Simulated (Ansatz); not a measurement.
A short molecular-dynamics run on `Sc1cnc(-c2cnc(-c3cnc(S)nc3)nc2)nc1`.

```yaml
crystal:
  periodic: [false, false, false]
  atoms:
    - {symbol: S, position_ang: [7.038897, 0.384818, 0.723345]}
    - {symbol: C, position_ang: [5.294122, 0.312892, 0.491905]}
    - {symbol: C, position_ang: [4.642399, 0.414963, -0.758983]}
    - {symbol: N, position_ang: [3.319360, 0.350461, -0.883942]}
    - {symbol: C, position_ang: [2.593049, 0.180209, 0.242359]}
    - {symbol: C, position_ang: [1.127954, 0.098439, 0.105669]}
    - {symbol: C, position_ang: [0.478751, 0.210433, -1.143704]}
    - {symbol: N, position_ang: [-0.845387, 0.127424, -1.275753]}
    - {symbol: C, position_ang: [-1.563244, -0.072974, -0.146752]}
    - {symbol: C, position_ang: [-3.025811, -0.177275, -0.284767]}
    - {symbol: C, position_ang: [-3.871397, -0.397116, 0.825157]}
    - {symbol: N, position_ang: [-5.198461, -0.497469, 0.713155]}
    - {symbol: C, position_ang: [-5.694019, -0.376013, -0.534839]}
    - {symbol: S, position_ang: [-7.442610, -0.500722, -0.751625]}
    - {symbol: N, position_ang: [-5.000402, -0.165349, -1.669252]}
    - {symbol: C, position_ang: [-3.675597, -0.068318, -1.534597]}
    - {symbol: N, position_ang: [-1.047813, -0.187460, 1.098810]}
    - {symbol: C, position_ang: [0.277481, -0.101400, 1.215562]}
    - {symbol: N, position_ang: [3.113478, 0.076030, 1.484706]}
    - {symbol: C, position_ang: [4.437649, 0.141986, 1.605732]}
    - {symbol: H, position_ang: [7.346184, 0.542914, -0.595080]}
    - {symbol: H, position_ang: [5.229264, 0.553515, -1.686960]}
    - {symbol: H, position_ang: [1.079622, 0.372718, -2.055231]}
    - {symbol: H, position_ang: [-3.430373, -0.492194, 1.832195]}
    - {symbol: H, position_ang: [-7.675335, -0.698071, 0.576430]}
    - {symbol: H, position_ang: [-3.076182, 0.104151, -2.444848]}
    - {symbol: H, position_ang: [0.714770, -0.193092, 2.224778]}
    - {symbol: H, position_ang: [4.853659, 0.056481, 2.626529]}
basis:
  gaussian: {orbitals: "6-31G*"}
hamiltonian: {xc: {name: BLYP}, dispersion: d3bjatm}
md: {timestep: 0.5 fs, n_steps: 15, ensemble: nvt_langevin, temperature: 300, initial_velocities: maxwell_boltzmann, friction: 0.01, seed: 279}
scf: {omitted_lower_state_checks: [starts]}
```

```sh
$ ansatz run in.yaml --threads 2 --pin off --events-out ev --progress --plain --max-ram 32768MiB --backend cuda --devices 0, --max-vram 18GiB
```

| step | time (fs) | potential energy (eV) | kinetic (eV) | T (K) |
| --- | --- | --- | --- | --- |
| 0 | 0.0 | -43178.4126 | 1.0470 | 289 |
| 1 | 0.5 | -43178.3941 | 1.0205 | 282 |
| 2 | 1.0 | -43178.3346 | 0.9550 | 264 |
| 3 | 1.5 | -43178.2479 | 0.8567 | 237 |
| 4 | 2.0 | -43178.1560 | 0.7972 | 220 |
| 5 | 2.5 | -43178.0803 | 0.7432 | 205 |
| 6 | 3.0 | -43178.0362 | 0.6996 | 193 |
| 7 | 3.5 | -43178.0237 | 0.7028 | 194 |
| 8 | 4.0 | -43178.0285 | 0.7271 | 201 |
| 9 | 4.5 | -43178.0328 | 0.7427 | 205 |
| 10 | 5.0 | -43178.0174 | 0.7391 | 204 |
| 11 | 5.5 | -43177.9750 | 0.6744 | 186 |
| 12 | 6.0 | -43177.9133 | 0.6172 | 171 |
| 13 | 6.5 | -43177.8438 | 0.5695 | 157 |
| 14 | 7.0 | -43177.7811 | 0.5215 | 144 |
| 15 | 7.5 | -43177.7362 | 0.5049 | 140 |

Velocities are drawn at the set temperature; a run this short doesn't reach equilibrium. Under Langevin dynamics the printed temperature counts 3N degrees of freedom, so it starts below the set value.

The 6-31G sets use Cartesian d functions.

Frames (Å, forces in eV/Å):

```xyz
28
time=0.0 fs
S     7.039    0.385    0.723    0.469    0.027    0.002
C     5.294    0.313    0.492   -0.433   -0.021   -0.009
C     4.642    0.415   -0.759    0.550    0.051   -0.169
N     3.319    0.350   -0.884   -0.190    0.039   -0.451
C     2.593    0.180    0.242   -0.218   -0.010   -0.024
C     1.128    0.098    0.106   -0.001    0.001    0.000
C     0.479    0.210   -1.144    0.535    0.065   -0.208
N    -0.845    0.127   -1.276   -0.178    0.045   -0.461
C    -1.563   -0.073   -0.147   -0.213   -0.013   -0.023
C    -3.026   -0.177   -0.285   -0.017   -0.005    0.007
C    -3.871   -0.397    0.825    0.529    0.012    0.277
N    -5.198   -0.497    0.713   -0.292   -0.080    0.404
C    -5.694   -0.376   -0.535    0.138    0.012    0.011
S    -7.443   -0.501   -0.752   -0.396   -0.039    0.034
N    -5.000   -0.165   -1.669   -0.188    0.044   -0.460
C    -3.676   -0.068   -1.535    0.538    0.075   -0.200
N    -1.048   -0.187    1.099   -0.254   -0.071    0.422
C     0.277   -0.101    1.216    0.491   -0.002    0.304
N     3.113    0.076    1.485   -0.266   -0.061    0.418
C     4.438    0.142    1.606    0.484   -0.001    0.259
H     7.346    0.543   -0.595    0.033    0.001    0.018
H     5.229    0.554   -1.687   -0.167   -0.034    0.223
H     1.080    0.373   -2.055   -0.206   -0.046    0.228
H    -3.430   -0.492    1.832   -0.174    0.020   -0.263
H    -7.675   -0.698    0.576   -0.074    0.001   -0.049
H    -3.076    0.104   -2.445   -0.213   -0.049    0.229
H     0.715   -0.193    2.225   -0.164    0.020   -0.264
H     4.854    0.056    2.627   -0.125    0.019   -0.254
28
time=1.0 fs
S     7.038    0.381    0.725    0.533    0.075   -0.328
C     5.296    0.321    0.486   -0.521   -0.106    0.499
C     4.640    0.414   -0.756    0.589    0.044   -0.343
N     3.319    0.352   -0.885   -0.289   -0.027   -0.457
C     2.593    0.176    0.236   -0.043    0.101    0.302
C     1.135    0.100    0.101   -0.323   -0.093    0.009
C     0.471    0.212   -1.142    0.636    0.057   -0.122
N    -0.847    0.130   -1.274   -0.480   -0.001   -0.345
C    -1.566   -0.076   -0.142   -0.019    0.026   -0.122
C    -3.023   -0.178   -0.281   -0.311    0.010   -0.279
C    -3.874   -0.398    0.825    0.675   -0.106    0.844
N    -5.205   -0.495    0.712    0.065   -0.042    0.466
C    -5.687   -0.368   -0.540   -0.423   -0.137    0.367
S    -7.444   -0.504   -0.750   -0.306   -0.005   -0.029
N    -5.000   -0.165   -1.665    0.067    0.144   -0.906
C    -3.674   -0.068   -1.541    0.296   -0.058    0.808
N    -1.046   -0.187    1.098    0.086   -0.080    0.546
C     0.289   -0.102    1.210   -0.388    0.179   -0.972
N     3.113    0.075    1.489   -0.168   -0.040    0.105
C     4.439    0.149    1.608    0.480   -0.151    0.930
H     7.337    0.534   -0.607    0.038   -0.024    0.273
H     5.214    0.530   -1.691   -0.020    0.028    0.158
H     1.053    0.375   -2.052    0.060    0.013   -0.064
H    -3.418   -0.509    1.847   -0.470    0.109   -0.812
H    -7.677   -0.697    0.577   -0.052    0.000   -0.033
H    -3.085    0.102   -2.429    0.182    0.064   -0.443
H     0.716   -0.169    2.180    0.363   -0.145    1.117
H     4.839    0.045    2.668   -0.257    0.164   -1.169
28
time=2.0 fs
S     7.038    0.377    0.726    0.567    0.110   -0.567
C     5.298    0.330    0.482   -0.576   -0.191    0.968
C     4.639    0.413   -0.754    0.591    0.044   -0.531
N     3.319    0.353   -0.885   -0.333   -0.094   -0.470
C     2.593    0.170    0.230    0.131    0.238    0.584
C     1.142    0.102    0.096   -0.671   -0.200   -0.019
C     0.464    0.213   -1.141    0.729    0.025    0.101
N    -0.848    0.132   -1.273   -0.810   -0.050   -0.216
C    -1.569   -0.079   -0.137    0.182    0.067   -0.217
C    -3.022   -0.180   -0.278   -0.530    0.016   -0.468
C    -3.876   -0.399    0.825    0.688   -0.176    1.102
N    -5.211   -0.491    0.711    0.399   -0.011    0.536
C    -5.680   -0.361   -0.544   -0.945   -0.286    0.716
S    -7.445   -0.507   -0.749   -0.230    0.030   -0.107
N    -4.999   -0.165   -1.660    0.289    0.245   -1.336
C    -3.673   -0.067   -1.545    0.049   -0.191    1.678
N    -1.045   -0.188    1.098    0.389   -0.084    0.608
C     0.300   -0.103    1.204   -1.188    0.308   -2.046
N     3.112    0.073    1.492   -0.047   -0.031   -0.148
C     4.441    0.157    1.613    0.320   -0.267    1.175
H     7.329    0.525   -0.616    0.058   -0.039    0.443
H     5.202    0.508   -1.695    0.086    0.078    0.140
H     1.026    0.377   -2.048    0.366    0.090   -0.439
H    -3.410   -0.522    1.855   -0.634    0.167   -1.082
H    -7.679   -0.700    0.577   -0.032   -0.002   -0.001
H    -3.092    0.099   -2.417    0.557    0.173   -1.050
H     0.718   -0.146    2.147    0.838   -0.249    2.312
H     4.824    0.035    2.698   -0.245    0.280   -1.668
28
time=3.0 fs
S     7.037    0.373    0.727    0.567    0.128   -0.667
C     5.299    0.339    0.477   -0.600   -0.265    1.417
C     4.638    0.412   -0.753    0.585    0.041   -0.634
N     3.320    0.355   -0.886   -0.455   -0.169   -0.455
C     2.593    0.164    0.224    0.364    0.390    0.822
C     1.150    0.104    0.091   -1.021   -0.316   -0.028
C     0.457    0.215   -1.141    0.885    0.028    0.104
N    -0.849    0.134   -1.271   -1.075   -0.094   -0.098
C    -1.572   -0.083   -0.131    0.287    0.111   -0.353
C    -3.022   -0.181   -0.276   -0.626    0.009   -0.579
C    -3.877   -0.402    0.827    0.552   -0.180    0.993
N    -5.216   -0.487    0.712    0.656    0.013    0.570
C    -5.674   -0.352   -0.547   -1.352   -0.427    1.043
S    -7.446   -0.511   -0.748   -0.164    0.068   -0.203
N    -4.997   -0.166   -1.656    0.447    0.331   -1.702
C    -3.672   -0.067   -1.549   -0.014   -0.252    2.128
N    -1.044   -0.190    1.099    0.642   -0.091    0.658
C     0.309   -0.104    1.196   -1.482    0.362   -2.064
N     3.111    0.072    1.496    0.092   -0.021   -0.374
C     4.443    0.165    1.618    0.035   -0.369    1.082
H     7.322    0.516   -0.619    0.098   -0.040    0.479
H     5.189    0.488   -1.698    0.231    0.127    0.056
H     1.004    0.383   -2.049    0.535    0.129   -0.607
H    -3.409   -0.533    1.851   -0.638    0.177   -1.003
H    -7.681   -0.704    0.576   -0.018   -0.006    0.053
H    -3.095    0.098   -2.415    0.710    0.214   -1.292
H     0.728   -0.123    2.135    0.888   -0.272    2.488
H     4.806    0.027    2.714   -0.128    0.371   -1.835
28
time=4.0 fs
S     7.037    0.369    0.728    0.546    0.138   -0.691
C     5.299    0.347    0.472   -0.595   -0.329    1.848
C     4.638    0.411   -0.751    0.568    0.033   -0.695
N     3.321    0.357   -0.887   -0.637   -0.250   -0.386
C     2.594    0.158    0.220    0.574    0.551    0.985
C     1.156    0.107    0.086   -1.255   -0.428   -0.065
C     0.451    0.216   -1.140    1.187    0.109   -0.247
N    -0.851    0.136   -1.269   -1.311   -0.152    0.027
C    -1.574   -0.088   -0.126    0.347    0.176   -0.516
C    -3.023   -0.182   -0.275   -0.661   -0.006   -0.647
C    -3.879   -0.404    0.829    0.305   -0.131    0.539
N    -5.221   -0.483    0.713    0.848    0.034    0.578
C    -5.670   -0.344   -0.548   -1.683   -0.547    1.296
S    -7.447   -0.515   -0.747   -0.106    0.100   -0.251
N    -4.995   -0.166   -1.653    0.548    0.393   -1.958
C    -3.670   -0.067   -1.552    0.176   -0.220    2.046
N    -1.042   -0.192    1.099    0.827   -0.108    0.688
C     0.316   -0.106    1.186   -1.200    0.389   -0.768
N     3.109    0.070    1.500    0.224   -0.012   -0.570
C     4.445    0.174    1.625   -0.278   -0.434    0.686
H     7.319    0.509   -0.617    0.137   -0.036    0.451
H     5.176    0.468   -1.698    0.393    0.176   -0.074
H     0.987    0.389   -2.059    0.505    0.103   -0.431
H    -3.412   -0.543    1.836   -0.484    0.141   -0.576
H    -7.683   -0.709    0.576    0.001   -0.003    0.064
H    -3.091    0.096   -2.425    0.571    0.167   -1.053
H     0.748   -0.104    2.149    0.405   -0.277    1.414
H     4.790    0.021    2.716    0.047    0.421   -1.693
28
time=5.0 fs
S     7.038    0.365    0.729    0.485    0.140   -0.629
C     5.298    0.354    0.469   -0.557   -0.391    2.185
C     4.638    0.410   -0.751    0.538    0.036   -0.736
N     3.323    0.358   -0.889   -0.756   -0.330   -0.307
C     2.594    0.151    0.217    0.754    0.712    1.084
C     1.160    0.109    0.080   -1.380   -0.537    0.001
C     0.446    0.217   -1.138    1.413    0.220   -0.791
N    -0.854    0.137   -1.266   -1.407   -0.198    0.121
C    -1.577   -0.093   -0.121    0.368    0.235   -0.666
C    -3.025   -0.183   -0.273   -0.636   -0.012   -0.686
C    -3.879   -0.407    0.832   -0.121   -0.024   -0.236
N    -5.225   -0.479    0.714    1.043    0.049    0.612
C    -5.665   -0.336   -0.549   -1.957   -0.650    1.460
S    -7.448   -0.519   -0.745   -0.054    0.129   -0.271
N    -4.993   -0.165   -1.650    0.633    0.446   -2.144
C    -3.668   -0.066   -1.553    0.490   -0.145    1.590
N    -1.041   -0.194    1.100    1.007   -0.123    0.739
C     0.321   -0.106    1.177   -0.756    0.441    0.909
N     3.109    0.069    1.504    0.304   -0.014   -0.721
C     4.447    0.181    1.632   -0.630   -0.411   -0.130
H     7.317    0.501   -0.612    0.182   -0.024    0.345
H     5.168    0.450   -1.699    0.506    0.209   -0.156
H     0.973    0.395   -2.073    0.394    0.046   -0.101
H    -3.421   -0.552    1.812   -0.174    0.049    0.169
H    -7.686   -0.713    0.578    0.019    0.002    0.053
H    -3.084    0.095   -2.444    0.239    0.069   -0.479
H     0.772   -0.086    2.179   -0.252   -0.317   -0.093
H     4.775    0.021    2.701    0.304    0.394   -1.124
28
time=6.0 fs
S     7.039    0.361    0.729    0.422    0.140   -0.526
C     5.297    0.362    0.468   -0.514   -0.459    2.426
C     4.639    0.408   -0.750    0.487    0.058   -0.909
N     3.323    0.359   -0.891   -0.761   -0.404   -0.199
C     2.595    0.145    0.216    0.903    0.857    1.101
C     1.163    0.110    0.074   -1.420   -0.613    0.116
C     0.442    0.217   -1.136    1.562    0.316   -1.355
N    -0.858    0.139   -1.263   -1.391   -0.228    0.166
C    -1.578   -0.098   -0.117    0.305    0.285   -0.771
C    -3.027   -0.185   -0.273   -0.484   -0.017   -0.604
C    -3.879   -0.410    0.835   -0.606    0.103   -1.093
N    -5.229   -0.475    0.716    1.208    0.059    0.670
C    -5.663   -0.328   -0.547   -2.134   -0.724    1.463
S    -7.450   -0.522   -0.743    0.001    0.152   -0.251
N    -4.990   -0.164   -1.648    0.650    0.483   -2.196
C    -3.665   -0.065   -1.553    0.781   -0.059    0.917
N    -1.039   -0.197    1.101    1.152   -0.131    0.766
C     0.326   -0.107    1.168   -0.494    0.483    2.173
N     3.108    0.068    1.508    0.343   -0.029   -0.812
C     4.448    0.187    1.640   -0.983   -0.306   -1.224
H     7.315    0.493   -0.607    0.225   -0.011    0.213
H     5.163    0.437   -1.705    0.527    0.224   -0.068
H     0.962    0.399   -2.090    0.262   -0.015    0.268
H    -3.432   -0.560    1.792    0.195   -0.065    0.982
H    -7.686   -0.717    0.581    0.030    0.010    0.016
H    -3.076    0.095   -2.468   -0.141   -0.042    0.214
H     0.795   -0.072    2.210   -0.722   -0.367   -1.222
H     4.766    0.024    2.678    0.599    0.301   -0.261
28
time=7.5 fs
S     7.040    0.355    0.731    0.318    0.143   -0.347
C     5.294    0.374    0.470   -0.445   -0.552    2.480
C     4.640    0.404   -0.750    0.556    0.104   -1.286
N     3.321    0.360   -0.895   -0.648   -0.512   -0.006
C     2.597    0.137    0.215    0.979    1.056    0.996
C     1.166    0.111    0.065   -1.306   -0.681    0.257
C     0.438    0.219   -1.136    1.491    0.395   -1.885
N    -0.865    0.141   -1.258   -1.188   -0.246    0.203
C    -1.578   -0.105   -0.111    0.113    0.335   -0.887
C    -3.033   -0.188   -0.273   -0.083   -0.037   -0.296
C    -3.880   -0.415    0.837   -1.005    0.242   -1.797
N    -5.233   -0.469    0.719    1.294    0.061    0.733
C    -5.662   -0.316   -0.542   -2.089   -0.776    1.112
S    -7.453   -0.525   -0.740    0.073    0.182   -0.151
N    -4.985   -0.161   -1.648    0.498    0.490   -1.945
C    -3.659   -0.062   -1.550    0.960    0.035   -0.051
N    -1.035   -0.202    1.104    1.226   -0.138    0.743
C     0.332   -0.107    1.158   -0.435    0.518    3.046
N     3.110    0.069    1.512    0.202   -0.086   -0.886
C     4.447    0.195    1.650   -1.266   -0.089   -2.727
H     7.316    0.487   -0.597    0.261    0.005    0.024
H     5.166    0.418   -1.719    0.359    0.232    0.327
H     0.946    0.407   -2.108    0.178   -0.069    0.581
H    -3.443   -0.576    1.777    0.521   -0.170    1.626
H    -7.685   -0.717    0.590    0.043    0.024   -0.090
H    -3.059    0.096   -2.497   -0.599   -0.168    1.066
H     0.814   -0.058    2.228   -0.973   -0.428   -1.877
H     4.765    0.033    2.648    0.965    0.130    1.035
```

It took 92 s on 2 threads of AMD EPYC 7R13 on a shared host and a share (18 GiB) of an NVIDIA H100 80GB HBM3.
